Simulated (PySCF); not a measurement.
H3NOPb, SMILES [NH2][Pb][OH] (connectivity only; charge and spin as stated), neutral, multiplicity 1.

Geometry optimised at B3LYP-D3(BJ)/def2-TZVP. The def2 effective core potentials stand for the cores of Pb; spin–orbit coupling is left out. One conformer was computed; it need not be the lowest.

Method: IEF-PCM-M06-2X/def2-SVP run with PySCF 2.14.0.

The values are the electrostatic part of the solvation free energy, E(continuum) − E(gas) at the gas-phase geometry, in a cavity of scaled van der Waals radii (PySCF's table); cavitation and dispersion terms are not included. A continuum can't describe solvent molecules that bind to the metal. In vacuum the orbital gap is 7.27 eV. The dipole moment in vacuum is 2.49 D.

Task: Estimate the values in water (ε = 78.36), methanol (ε = 32.61), acetonitrile (ε = 35.69). (The exact figures need the calculation; the answer reports its results.)

Result: 
```
solvent           ε  ΔG(elec) (kcal/mol)  dipole (D)  gap (eV)
------------  -----  -------------------  ----------  --------
water         78.36                 -8.6        3.16      7.50
methanol      32.61                 -8.4        3.14      7.50
acetonitrile  35.69                 -8.4        3.15      7.50
```
